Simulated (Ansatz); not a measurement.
A nudged elastic band was laid between two geometries of C₂H₁₁PSi₃ (17 atoms, charge 0, multiplicity 1).

All numbers below come from UKS PBE/STO-3G (Ansatz).

```
movable images  : 7
climbing image  : yes
spring          : 5.0 eV/Å²
optimiser       : quadratic models (default)
start path      : through a guess of the saddle point
force threshold : 0.05 eV/Å
iteration limit : 25
end points      : relaxed
```

Image 0:

```xyz
17
Properties=species:S:1:pos:R:3
C -0.211 -1.330 2.189
Si 0.624 -0.208 0.922
P 2.342 -1.051 -0.266
Si 1.063 -0.051 -1.821
C -0.411 0.194 -0.634
Si -1.354 1.815 -0.691
H 0.477 -1.574 3.017
H -0.544 -2.280 1.738
H -1.097 -0.838 2.626
H 1.026 1.022 1.598
H 1.641 -2.279 -0.450
H 1.629 1.226 -2.241
H 0.761 -0.814 -3.030
H -1.126 -0.631 -0.798
H -2.004 2.001 -1.982
H -2.384 1.860 0.339
H -0.452 2.937 -0.475
```

Image 8:

```xyz
17
Properties=species:S:1:pos:R:3
C -0.068 -1.335 1.932
Si 0.450 -0.034 0.667
P 2.087 -0.733 -0.676
Si 0.537 0.115 -2.349
C -0.699 0.297 -0.783
Si -1.583 1.953 -0.719
H 0.753 -1.572 2.630
H -0.382 -2.273 1.443
H -0.920 -0.969 2.530
H 0.924 1.157 1.371
H 2.466 -2.023 -0.225
H 3.262 -0.056 -0.288
H 0.119 -1.311 -2.589
H -1.469 -0.494 -0.801
H -2.386 2.172 -1.914
H -2.481 2.057 0.427
H -0.629 3.048 -0.615
```

Problem. Which bonds break or form, and what moves?

Solution. Bonds broken: Si4–H12. Bonds formed: P3–H12.

Problem. Give the energies along the band, and the barrier.

Solution. The forces met the threshold. The highest image is number 4 of 0 to 8, 4.33 eV above the first end and 2.06 eV above the last; the last end lies 2.27 eV above the first. Neighbouring images differ by up to 2.0 eV, so the band resolves the path poorly. A vibrational analysis at the climbing image gives one clearly imaginary mode, 1130i cm⁻¹: a first-order saddle point. The orbitals stay closed-shell, which can raise the energy where a bond breaks towards radicals; this wasn't checked here. Limits of this set-up: minimal basis.

| image | path coordinate (Å) | energy (eV) | Si4–H12 (Å) | P3–H12 (Å) |
| --- | --- | --- | --- | --- |
| 0 | 0.00 | 0.00 | 1.46 | 3.10 |
| 1 | 0.60 | 0.16 | 1.45 | 2.88 |
| 2 | 1.20 | 0.96 | 1.46 | 2.47 |
| 3 | 1.81 | 2.96 | 1.54 | 1.98 |
| 4 | 2.41 | 4.33 | 1.86 | 1.58 |
| 5 | 2.94 | 3.44 | 2.35 | 1.43 |
| 6 | 3.47 | 2.50 | 2.88 | 1.40 |
| 7 | 3.99 | 2.30 | 3.24 | 1.41 |
| 8 | 4.51 | 2.27 | 3.42 | 1.41 |

Problem. What is the geometry of the highest image?

Solution. 
```xyz
17
Properties=species:S:1:pos:R:3:forces:R:3
C -0.199 -1.336 2.030 0.00 -0.01 0.00
Si 0.545 -0.136 0.778 0.01 0.01 0.00
P 2.115 -0.984 -0.521 -0.01 -0.01 0.01
Si 0.793 0.066 -2.110 0.01 0.00 -0.03
C -0.551 0.275 -0.723 -0.01 -0.01 0.01
Si -1.453 1.923 -0.675 0.00 0.00 0.00
H 0.540 -1.624 2.796 0.00 0.00 0.00
H -0.560 -2.259 1.545 0.00 0.00 0.00
H -1.056 -0.875 2.550 0.00 0.00 0.00
H 1.001 1.049 1.504 0.00 0.00 0.01
H 2.631 -2.212 0.029 0.01 0.00 -0.01
H 2.435 0.358 -1.290 -0.01 0.01 0.01
H 0.163 -0.883 -3.071 0.00 0.00 0.01
H -1.309 -0.524 -0.820 0.00 0.01 0.00
H -2.159 2.178 -1.923 0.00 0.00 0.00
H -2.436 1.967 0.401 0.00 0.00 0.00
H -0.517 3.017 -0.461 0.00 0.00 0.00
```

The run took 12 min on 1 thread of Arm Neoverse V2, on a shared host, peak memory 0.16 GiB.
